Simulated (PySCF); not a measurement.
# Correlation energy of Ti (titanium, neutral)

[Ar] 3d2 4s2, high-spin 3F determinant. All numbers are calculated (PySCF 2.14, scalar relativity by spin-free X2C-1e, in ANO-RCC-VTZP (6s5p3d2f1g, 59 functions)). Frozen: [Ar]; 4 electrons correlated.

| level | correlation energy (mhartree) |
| --- | --- |
| CCSD | -52.25 |
| (T) | -1.69 |
| CCSD(T) | -53.94 |

Diagnostics: T1 = 0.021, D1 = 0.0451, largest double amplitude 0.140.

Task: Is a single reference adequate?

Result: Mostly. T1 lies below 0.03, but a double amplitude of this size points to a near-degeneracy that CCSD handles and MP2 describes poorly.
